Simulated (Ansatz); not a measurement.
Input:

```yaml
crystal:
  periodic: [false, false, false]
  atoms:
    - { symbol: B, position_ang: [-1.3431, 0.8621, -1.1778] }
    - { symbol: C, position_ang: [-0.876, 0.1159, 0.095] }
    - { symbol: C, position_ang: [-0.2376, -1.2347, -0.2614] }
    - { symbol: Si, position_ang: [1.5791, -0.9323, 0.448] }
    - { symbol: Ge, position_ang: [0.6055, 1.0716, 0.9336] }
    - { symbol: F, position_ang: [1.2595, 2.3765, -0.0559] }
    - { symbol: H, position_ang: [-0.6209, 1.1653, -2.0674] }
    - { symbol: H, position_ang: [-2.4854, 1.251, -1.2721] }
    - { symbol: H, position_ang: [-1.6971, -0.0054, 0.8639] }
    - { symbol: H, position_ang: [-0.699, -2.0735, 0.3082] }
    - { symbol: H, position_ang: [-0.1527, -1.4418, -1.3172] }
    - { symbol: H, position_ang: [1.7922, -1.7457, 1.6653] }
    - { symbol: H, position_ang: [2.4874, -0.8316, -0.6085] }
    - { symbol: H, position_ang: [0.375, 1.3933, 2.475] }
basis:
  gaussian: { orbitals: def2-SVP }
hamiltonian:
  xc: hf
relax:
  f_tol: 0.02
  max_steps: 50
output:
  orbitals: {}
```

Launched with:

```bash
$ ansatz run input.yaml --threads 2 --pin off --max-ram 3072MiB --backend cpu --events-out ev --progress --plain --runs-dir out
```

Hardware: 2 threads of Arm Neoverse V1, on a shared host.

Question: Roughly how long does this run take, and how much memory?

Answer: 65 s, with a peak of 0.44 GiB, for 14 ionic steps.
